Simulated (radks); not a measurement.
All-electron atom: neutral rhodium in [Kr] 4d7 5s1 5p1 (not the ground configuration). Method: scalar-relativistic Kohn-Sham, PBE, spin-unpolarised, spherical densities, finite nucleus; Fermi nuclear charge, rms radius 4.4945 fm; computed with a radial shooting solver on a logarithmic mesh with Libxc functionals.

Local quantities along the radius. ELF = 1/(1 + alpha^2) is the electron localisation function; alpha = (tau - tau_W)/tau_unif compares the Pauli kinetic energy density with that of the uniform gas; -r V(r) is the screened charge that the Kohn-Sham potential presents (atomic units); 4 pi r^2 rho is in e/bohr; r v_xc is r times the local exchange-correlation potential (hartree bohr). tau is taken from the large components.

r (bohr)    ELF    alpha  -r V(r)  4 pi r^2 rho   r v_xc
0.001764  1.000  0.02239    44.66         2.901  -0.1142
0.002037  0.999  0.02275    44.60         3.715  -0.1233
0.002371  0.999  0.02333    44.53         4.803  -0.1345
0.00276   0.999  0.02417    44.44         6.180  -0.1475
0.003214  0.999  0.02531    44.34         7.906  -0.1624
0.003741  0.999  0.02681    44.23         10.05  -0.1793
0.004355  0.999  0.02879    44.09         12.67  -0.1983
0.00507   0.999  0.03137    43.94         15.82  -0.2195
0.005855  0.999  0.03456    43.77         19.35  -0.2417
0.006817  0.998  0.03899    43.56         23.65  -0.2672
0.007936  0.998  0.04494    43.32         28.51  -0.2947
0.009238  0.997  0.05308    43.04         33.80  -0.3239
0.01076   0.996  0.06446    42.73         39.34  -0.3544
0.01252   0.994  0.08076    42.36         44.81  -0.3855
0.01458   0.989   0.1048    41.95         49.80  -0.4162
0.01683   0.981   0.1390    41.51         53.66  -0.4441
0.0196    0.963   0.1948    40.98         56.38  -0.4708
0.02281   0.925   0.2842    40.38         57.36  -0.4937
0.02656   0.845   0.4283    39.71         56.55  -0.5118
0.03092   0.701   0.6536    38.96         54.30  -0.5250
0.03599   0.515   0.9698    38.12         51.47  -0.5342
0.0419    0.369    1.309    37.18         49.33  -0.5416
0.04839   0.312    1.486    36.21         49.17  -0.5544
0.05634   0.343    1.383    35.10         51.86  -0.5929
0.06559   0.460    1.083    33.91         57.39  -0.6642
0.07635   0.612   0.7959    32.61         64.33  -0.7474
0.08889   0.724   0.6172    31.20         70.08  -0.8205
0.1035    0.765   0.5535    29.68         71.89  -0.8712
0.1205    0.729   0.6091    28.06         68.30  -0.8934
0.1391    0.604   0.8097    26.44         60.90  -0.8880
0.162     0.408    1.204    24.64         52.30  -0.8643
0.1886    0.298    1.535    22.78         47.16  -0.8511
0.2195    0.349    1.366    20.91         47.84  -0.9177
0.2555    0.532   0.9385    19.05         52.66   -1.044
0.2975    0.701   0.6527    17.18         56.53   -1.152
0.3463    0.772   0.5431    15.34         54.47   -1.203
0.4       0.754   0.5708    13.68         45.90   -1.184
0.4656    0.610   0.7997    12.02         33.08   -1.096
0.5421    0.327    1.436    10.45         21.76  -0.9726
0.631     0.183    2.111    8.954         15.63  -0.8659
0.7346    0.298    1.534    7.680         14.51  -0.9528
0.8552    0.598   0.8201    6.498         15.39   -1.087
0.9956    0.742   0.5895    5.368         15.27   -1.161
1.15      0.736   0.5984    4.391         13.29   -1.163
1.339     0.640   0.7493    3.502         10.01   -1.106
1.558     0.478    1.044    2.774         6.756   -1.013
1.814     0.316    1.470    2.200         4.289  -0.9147
2.112     0.218    1.895    1.761         2.706  -0.8325
2.459     0.185    2.101    1.431         1.763  -0.7742
2.862     0.194    2.038    1.185         1.190  -0.7341
3.306     0.220    1.881    1.004        0.8304  -0.7011
3.848     0.239    1.782   0.8503        0.5584  -0.6608
4.48      0.225    1.854   0.7207        0.3600  -0.6096
5.215     0.177    2.154   0.6087        0.2181  -0.5484
6.072     0.117    2.748   0.5153        0.1223  -0.4855
7.068     0.066    3.772   0.4433       0.06235  -0.4301
8.229     0.031    5.585   0.3851       0.02819  -0.3801
9.503     0.012    8.892   0.3260       0.01152  -0.3242
11.06     0.004    16.57   0.2506      0.003704  -0.2501
12.88     0.001    36.43   0.1726     0.0009437  -0.1726
14.99     0.000    96.46   0.1067     0.0001845  -0.1067

On this mesh the ELF has minima near r = 0.048, 0.19, 0.63, 2.5 bohr, which separate the shells, and maxima near 0.10 (0.77), 0.35 (0.77), 1.00 (0.74), 3.8 (0.24).

Self-consistent cycle (total energy in hartree, residual of the potential): 1: -4783.455206, 2e+00; 2: -4783.658137, 2e+00; 3: -4783.780629, 2e-01; 4: -4783.788199, 2e-02; 5: -4783.787748, 3e-03; 6: -4783.787610, 3e-04; 7: -4783.787605, 1e-04; 8: -4783.787605, 4e-05; 9: -4783.787605, 1e-05; 10: -4783.787605, 2e-05; 11: -4783.787605, 1e-05; 12: -4783.787605, 4e-08; 13: -4783.787605, 1e-08; 14: -4783.787605, 3e-09.
